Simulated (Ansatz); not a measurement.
`CO/C=[N]/[GaH2]` + H₂O → `O/C=[N]/[GaH2]` + CH₃OH at 298.15 K and 1 bar (formal hydrolysis of a C–O bond).

Calculated with Ansatz (gas phase, PBE0-D4/def2-TZVP geometries, no zero-point term in ΔE). CCSD(T)/CBS is the MP2 limit (def2-TZVPP, def2-QZVPP) plus CCSD(T) − MP2 in def2-TZVPP, frozen cores. This one scheme is used for every species. Double bonds are as drawn, so ΔE can hold a change between cis and trans. For Ga outer-core shells are correlated without core-valence functions, which leaves a few kJ/mol of doubt a bond. Scalar relativity is left out up to krypton. One conformer a species, not always the lowest.

```json
{"species": "`CO/C=[N]/[GaH2]`", "CCSD(T)/CBS energy (Eh)": "-2133.50172", "H − E (kJ/mol)": "224.8", "S (J/(mol·K))": "356.0"}
{"species": "H₂O", "CCSD(T)/CBS energy (Eh)": "-76.37941", "H − E (kJ/mol)": "66.4", "S (J/(mol·K))": "188.7"}
{"species": "`O/C=[N]/[GaH2]`", "CCSD(T)/CBS energy (Eh)": "-2094.25715", "H − E (kJ/mol)": "147.3", "S (J/(mol·K))": "322.7"}
{"species": "CH₃OH", "CCSD(T)/CBS energy (Eh)": "-115.61712", "H − E (kJ/mol)": "146.3", "S (J/(mol·K))": "238.2"}
```

H − E and S are ideal-gas, rigid-rotor, harmonic terms from PBE0-D4/def2-TZVP, for one conformer and one mirror image of each species. 1 Eh = 2625.50 kJ/mol, R = 8.31446 J/(mol·K).

Q: By hand: ΔE, ΔH, ΔS and ΔG.

A: ΔE = (-2094.25715) + (-115.61712) − (-2133.50172) − (-76.37941) = 0.00686 Eh = 18.0 kJ/mol. Δ(H − E) = 147.3 + 146.3 − 224.8 − 66.4 = 2.4, so ΔH = 20.4 kJ/mol. ΔS = 322.7 + 238.2 − 356.0 − 188.7 = 16.2 J/(mol·K). ΔG = 20.4 − 298.15 × (16.2)/1000 = 15.6 kJ/mol.

Q: By hand: the equilibrium constant, and the temperature at which ΔG would vanish if ΔH and ΔS stayed fixed.

A: log₁₀ K = −ΔG/(RT ln 10) = -2.7. ΔG = 0 at ΔH/ΔS = 1259 K, though so small a ΔS makes that figure unsure.

ΔH outweighs TΔS. A doubt of 5 kJ/mol in ΔE shifts log₁₀ K by 0.9 here. Other conformers and mirror images would add mixing entropy, several J/(mol·K) or more a flexible species. These are equilibria of isolated gas molecules and say nothing of rates. Largest T1 diagnostic: 0.016 (customary marks: 0.02 for closed shells, 0.045 for open ones).
